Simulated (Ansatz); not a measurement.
Total energies of `[BH2][GeH]([CH3])[NH2]`.

Cartesian coordinates in Å:
```
B 0.616 -1.916 0.196
Ge -0.370 -0.199 -0.360
C 0.915 1.289 -0.518
N -1.732 0.141 0.848
H 0.488 -2.391 1.286
H 1.372 -2.452 -0.559
H -1.073 -0.343 -1.729
H 1.427 1.461 0.430
H 0.383 2.201 -0.795
H 1.662 1.075 -1.285
H -1.433 0.145 1.813
H -2.254 0.989 0.673
```

Total charge 0; spin multiplicity 1. Correlated methods include outer-core shells of Ge, which these sets cover unevenly. Scalar relativity is left out up to krypton. The structure was optimised at the PBE0-D4/def2-TZVP level. It is one conformer, not always the lowest. Basis def2-TZVPP, Ansatz.

RPA on PBE orbitals: Hartree–Fock energy of these orbitals -2197.00216 Eh, correlation -1.27097 Eh (frozen core).

```
functional  energy without D4 (Eh)  D4 term (kJ/mol)
      BLYP             -2199.53597             -45.0
     B3LYP             -2199.61063             -33.4
```

(1) Give the same for LDA (SPW92), PBE, revPBE, r2SCAN, B97M-V, PBE0, r2SCANh, r2SCAN0, HSE06 (plane-wave form), BHLYP, CAM-B3LYP, LC-ωPBE, ωB97X-V, ωB97M-V, B2PLYP, PBE-QIDH. (An estimate is asked.)

B3LYP takes the VWN-RPA correlation (the form of Gaussian; ORCA's B3LYP/G). HSE06 is the plane-wave form, built on full-range PBE exchange. The double hybrids freeze the cores in their second-order part.

Answers

(1) The calculation gave: 
```json
{"functional": "LDA (SPW92)", "energy without D4 (Eh)": "-2195.22162", "D4 term (kJ/mol)": "–"}
{"functional": "PBE", "energy without D4 (Eh)": "-2199.05210", "D4 term (kJ/mol)": "-20.8"}
{"functional": "revPBE", "energy without D4 (Eh)": "-2199.34849", "D4 term (kJ/mol)": "-60.2"}
{"functional": "r2SCAN", "energy without D4 (Eh)": "-2199.46224", "D4 term (kJ/mol)": "-5.2"}
{"functional": "B97M-V", "energy without D4 (Eh)": "-2199.16424", "D4 term (kJ/mol)": "–"}
{"functional": "PBE0", "energy without D4 (Eh)": "-2199.13157", "D4 term (kJ/mol)": "-17.7"}
{"functional": "r2SCANh", "energy without D4 (Eh)": "-2199.45040", "D4 term (kJ/mol)": "-5.6"}
{"functional": "r2SCAN0", "energy without D4 (Eh)": "-2199.43394", "D4 term (kJ/mol)": "-6.2"}
{"functional": "HSE06 (plane-wave form)", "energy without D4 (Eh)": "-2199.12407", "D4 term (kJ/mol)": "-16.6"}
{"functional": "BHLYP", "energy without D4 (Eh)": "-2199.45792", "D4 term (kJ/mol)": "-26.2"}
{"functional": "CAM-B3LYP", "energy without D4 (Eh)": "-2199.60164", "D4 term (kJ/mol)": "-18.0"}
{"functional": "LC-ωPBE", "energy without D4 (Eh)": "-2199.20180", "D4 term (kJ/mol)": "–"}
{"functional": "ωB97X-V", "energy without D4 (Eh)": "-2199.32731", "D4 term (kJ/mol)": "–"}
{"functional": "ωB97M-V", "energy without D4 (Eh)": "-2199.35894", "D4 term (kJ/mol)": "–"}
{"functional": "B2PLYP", "energy without D4 (Eh)": "-2199.06763", "D4 term (kJ/mol)": "–"}
{"functional": "PBE-QIDH", "energy without D4 (Eh)": "-2198.79121", "D4 term (kJ/mol)": "–"}
```

LC-ωPBE has ω = 0.4 bohr⁻¹.
